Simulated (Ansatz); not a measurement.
Compare A (`COCS[SiH3]`) with its isomer B (`OCC[SiH2]S`).

Isolated molecules relaxed with PBE0-D4/def2-TZVP in Ansatz; ΔE leaves out vibrations. CCSD(T)/CBS adds triple-zeta CCSD(T) − MP2 to the extrapolated MP2 energy (def2 sets, frozen cores). DFT in def2-TZVPP. B3LYP here is the variant with VWN-RPA as its local correlation; programs differ in this. One conformer a species, not always the lowest.

A:

```xyz
13

C     0.3360    0.5592   -1.8205
O     0.9647    0.4934   -0.5618
C     0.2810    1.1489    0.4470
S    -1.3116    0.3714    0.9415
Si   -0.5581   -1.5702    1.4013
H     0.2058    1.6014   -2.1390
H    -0.6436    0.0705   -1.8008
H     0.9862    0.0459   -2.5272
H     0.9389    1.1691    1.3153
H     0.0118    2.1744    0.1643
H    -0.2299   -2.3591    0.1871
H     0.6597   -1.4474    2.2448
H    -1.6408   -2.2575    2.1480
```

B:

```xyz
13

O     1.263   -0.842   -0.696
C     1.201   -0.268    0.600
C     0.144    0.815    0.587
Si   -1.519    0.201   -0.045
S    -1.667    0.211   -2.174
H     1.874   -1.582   -0.681
H     0.935   -1.033    1.342
H     2.178    0.146    0.882
H     0.467    1.658   -0.031
H     0.006    1.196    1.605
H    -1.765   -1.153    0.523
H    -2.611    1.105    0.403
H    -0.506   -0.453   -2.315
```

Which isomer does CCSD(T)/CBS put lower? Give the gap. (An estimate is asked.)

Ansatz gave: B, by 21.3 kcal/mol.

Give E(B) − E(A) in kcal/mol with CCSD/def2-TZVPP, r2SCAN-D4, CCSD(T)/def2-TZVPP, B3LYP-D4, PBE0-D4, B3LYP, B2PLYP. (Estimate.)

Ansatz gave: CCSD/def2-TZVPP -21.4, r2SCAN-D4 -19.6, CCSD(T)/def2-TZVPP -20.8, B3LYP-D4 -18.6, PBE0-D4 -20.3, B3LYP -18.7, B2PLYP -19.7. None reverses the order clearly.

Largest T1 diagnostic: 0.012.

From PBE to PBE0 (25 % exact exchange), in def2-TZVPP and without D4, E(B) − E(A) moves by −1.7 kcal/mol. In def2-TZVPP, CCSD(T) changes the Hartree–Fock value by −1.4 kcal/mol (the triples alone add +0.5 kcal/mol) and MP2 by −2.2 kcal/mol.
